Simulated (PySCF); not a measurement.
Isomers of C3H11ClOSi2.

All values: PBE0/pcSseg-1 (PySCF) at GFN2-xTB geometries, gas phase, one conformer each.

Problem. Rank by the highest Hirshfeld charge on any atom, lowest value first.
A. `[CH3:1][O:2][CH2:3][SiH2:4][SiH2:5][CH2:6][Cl:7]` with C1–O2–C3–Si4 -173°, O2–C3–Si4–Si5 31°, C3–Si4–Si5–C6 163°, Si4–Si5–C6–Cl7 55°
B. `[CH3:1][O:2][Si@H:3]([CH3:4])[SiH2:5][CH2:6][Cl:7]` with C1–O2–Si3–C4 -56°, O2–Si3–Si5–C6 -69°, Si3–Si5–C6–Cl7 -57°
C. `[CH3:1][O:2][Si@H:3]([CH2:4][Cl:5])[SiH2:6][CH3:7]` with C1–O2–Si3–C4 175°, O2–Si3–C4–Cl5 -80°, O2–Si3–Si6–C7 36°
D. `[CH3:1][C@@:2]([SiH3:3])([Cl:4])[CH2:5][O:6][SiH3:7]` with C1–C2–C5–O6 87°, C2–C5–O6–Si7 -162°

Solution. A (+0.241 e), C (+0.325 e), B (+0.338 e), D (+0.391 e).

Problem. Rank by the highest IAO charge on any atom, lowest value first.
A. `[CH3:1][O:2][SiH2:3][CH2:4][SiH2:5][CH2:6][Cl:7]` with C1–O2–Si3–C4 177°, O2–Si3–C4–Si5 40°, Si3–C4–Si5–C6 49°, C4–Si5–C6–Cl7 57°
B. `[CH3:1][O:2][Si@H:3]([CH2:4][Cl:5])[SiH2:6][CH3:7]` with C1–O2–Si3–C4 175°, O2–Si3–C4–Cl5 -80°, O2–Si3–Si6–C7 36°
C. `[CH3:1][O:2][CH2:3][SiH2:4][SiH2:5][CH2:6][Cl:7]` with C1–O2–C3–Si4 -173°, O2–C3–Si4–Si5 31°, C3–Si4–Si5–C6 163°, Si4–Si5–C6–Cl7 55°

Solution. C (+0.483 e), B (+0.877 e), A (+1.005 e).

All values together:

| SMILES | μ (D) | HOMO (eV) | LUMO (eV) | lowest IAO charge (e) | highest IAO charge (e) | lowest Hirshfeld charge (e) | highest Hirshfeld charge (e) |
| --- | --- | --- | --- | --- | --- | --- | --- |
| CO[Si@H](CCl)[SiH2]C | 1.99 | -7.74 | -0.29 | -0.693 (C) | +0.877 (Si) | -0.225 (O) | +0.325 (Si) |
| CO[SiH2]C[SiH2]CCl | 2.36 | -7.85 | 0.26 | -0.844 (C) | +1.005 (Si) | -0.252 (C) | +0.392 (Si) |
| C[C@@]([SiH3])(Cl)CO[SiH3] | 2.26 | -7.90 | 0.00 | -0.639 (O) | +0.872 (Si) | -0.194 (O) | +0.391 (Si) |
| COC[SiH2][SiH2]CCl | 3.35 | -7.70 | -0.04 | -0.523 (C) | +0.483 (Si) | -0.133 (C) | +0.241 (Si) |
| CO[Si@H](C)[SiH2]CCl | 2.52 | -7.81 | -0.12 | -0.736 (C) | +0.880 (Si) | -0.232 (O) | +0.338 (Si) |

Conformers: `[CH3:1][O:2][Si@H:3]([CH2:4][Cl:5])[SiH2:6][CH3:7]` with C1–O2–Si3–C4 175°, O2–Si3–C4–Cl5 -80°, O2–Si3–Si6–C7 36°; `[CH3:1][O:2][SiH2:3][CH2:4][SiH2:5][CH2:6][Cl:7]` with C1–O2–Si3–C4 177°, O2–Si3–C4–Si5 40°, Si3–C4–Si5–C6 49°, C4–Si5–C6–Cl7 57°; `[CH3:1][C@@:2]([SiH3:3])([Cl:4])[CH2:5][O:6][SiH3:7]` with C1–C2–C5–O6 87°, C2–C5–O6–Si7 -162°; `[CH3:1][O:2][CH2:3][SiH2:4][SiH2:5][CH2:6][Cl:7]` with C1–O2–C3–Si4 -173°, O2–C3–Si4–Si5 31°, C3–Si4–Si5–C6 163°, Si4–Si5–C6–Cl7 55°; `[CH3:1][O:2][Si@H:3]([CH3:4])[SiH2:5][CH2:6][Cl:7]` with C1–O2–Si3–C4 -56°, O2–Si3–Si5–C6 -69°, Si3–Si5–C6–Cl7 -57°.
